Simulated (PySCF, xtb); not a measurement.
B(F)(SeH)2 (BFH₂Se₂), SMILES FB([SeH])[SeH].

Geometry optimised at B3LYP-D3(BJ)/def2-SVP. This is a generated structure with no PubChem entry under its InChIKey; it may be hypothetical. The values are those of a single conformer.

Computed with IEF-PCM-ωB97X/def2-SVP run with PySCF.

The values are the electrostatic part of the solvation free energy, E(continuum) − E(gas) at the gas-phase geometry, in a cavity of scaled van der Waals radii (PySCF's table); cavitation and dispersion terms are not included. In vacuum the orbital gap is 11.11 eV. The dipole moment in vacuum is 0.86 D.

Computed values in water (ε = 78.36), N,N-dimethylformamide (ε = 37.22), acetonitrile (ε = 35.69):
```
solvent                    ε  ΔG(elec) (kcal/mol)  dipole (D)  gap (eV)
---------------------  -----  -------------------  ----------  --------
water                  78.36                 -3.0        1.21     11.11
N,N-dimethylformamide  37.22                 -2.9        1.20     11.11
acetonitrile           35.69                 -2.9        1.20     11.11
```

For comparison, GFN2-xTB/ALPB(water) (xtb, at the GFN2-xTB geometry, all terms of that model) gives -1.9 kcal/mol.
